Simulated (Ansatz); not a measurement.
```yaml
crystal:
  periodic: [false, false, false]
  atoms:
    - {symbol: B, position_ang: [-1.679499, 0.368911, -1.043379]}
    - {symbol: Al, position_ang: [0.099770, -0.025136, 0.056661]}
    - {symbol: N, position_ang: [0.967370, -1.562583, -0.135644]}
    - {symbol: N, position_ang: [0.754068, 1.175112, 1.190121]}
    - {symbol: H, position_ang: [-1.816294, 0.059164, -2.195044]}
    - {symbol: H, position_ang: [-2.633495, 0.918704, -0.565235]}
    - {symbol: H, position_ang: [1.747051, -1.883530, 0.414920]}
    - {symbol: H, position_ang: [0.732090, -2.251784, -0.830858]}
    - {symbol: H, position_ang: [0.273254, 2.022848, 1.442776]}
    - {symbol: H, position_ang: [1.638785, 1.127292, 1.668683]}
basis:
  gaussian: {orbitals: def2-SVPD, fitting: {mean_field: cc-pVTZ-jkfit}}
hamiltonian: {xc: {name: HF}}
correlation: {active_space: {window: {electrons: 40, orbitals: 30}}}
output: {forces: true}
```

```sh
$ ansatz run in.yaml --threads 2 --pin off --events-out ev --progress --plain --max-ram 4352MiB
```

It prints (some lines left out):

```
Functional definition: HF
538 factors; integrals over basis functions are off by at most 1.3e-1 eV
mean field evaluation 1: about -10304.7073 eV, gradient 4.5e1 eV
mean field evaluation 2: about -10307.9680 eV, gradient 2.7e1 eV
mean field evaluation 4: about -10309.4786 eV, gradient 4.2e-1 eV
mean field -10309.47963665 eV, -378.8663886304 hartree, gradient 2.9e-6 eV, S^2 0.000000; 0 other end points of the search recorded, 0 dependent functions left out
reference -10309.47963665 eV, -378.8663886304 hartree; 19, 19 occupied and 113, 113 virtual orbitals, 538 factors
Error: 40 electrons in 30 orbitals form no window around the highest filled level of the reference
```

Something in this input is off. What?

The active space doesn't fit the electrons. The run stopped with an error.
